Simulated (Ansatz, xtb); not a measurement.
A geometry optimisation of BF2H3N2 with r2SCAN-D4/def2-SVP

The starting geometry of this gas-phase singlet has its atoms placed at random.

```xyz
8

B     0.8941    1.4149   -0.2119
F     1.4240   -0.1962   -0.2398
F     1.4407   -1.0006    1.1879
N     0.2026    0.4794   -0.9418
N    -0.8987    1.6681   -1.3316
H     0.5520   -0.3522    0.4091
H     1.8646    1.2427   -0.1630
H     0.8723   -0.8835   -0.6584
```

Q: Guess where an optimisation with r2SCAN-D4/def2-SVP ends from this start.

A: It loosens into BFH2N2 + FH, which stay close as a complex. Distances that change by over a tenth: B1–F2 (1.70 → 3.05 Å), B1–N4 (1.37 → 1.53 Å), B1–H7 (0.99 → 1.20 Å), F2–H6 (1.10 → 0.94 Å). Contacts that open: F2–H8 (0.98 → 2.58 Å). Contacts that close: B1–F3 (2.84 → 1.38 Å), B1–N5 (2.13 → 1.57 Å), N4–N5 (1.67 → 1.24 Å), N4–H8 (1.54 → 1.04 Å).

The energy falls by 21.72 eV over 45 steps:

```csv
step,E − E(last) (eV)
1,21.722
6,2.683
11,1.931
16,1.593
21,1.445
25,1.440
30,1.435
35,0.573
40,0.002
45,0.000
```

Final geometry (Å):

```yaml
atoms:
  - { symbol: B, position_ang: [0.7838, 1.2287, 0.1514] }
  - { symbol: F, position_ang: [1.3674, -1.7503, -0.1674] }
  - { symbol: F, position_ang: [0.9037, 0.3783, 1.2350] }
  - { symbol: N, position_ang: [0.5569, 0.5158, -1.1829] }
  - { symbol: N, position_ang: [-0.4940, 0.9818, -0.7253] }
  - { symbol: H, position_ang: [1.2845, -1.1663, 0.5614] }
  - { symbol: H, position_ang: [1.3363, 2.2919, 0.1885] }
  - { symbol: H, position_ang: [0.6130, -0.1073, -2.0102] }
```

From the same start GFN2-xTB ends elsewhere, in pieces: BHN2 + FH + FH.

From so rough a start the end depends on the optimiser's path, so another program may land elsewhere. The end wasn't checked by frequencies. Run with Ansatz 0.2.0, 59 s on 1 thread of AMD EPYC 9R45 96-Core Processor (Zen 5) (shared host).
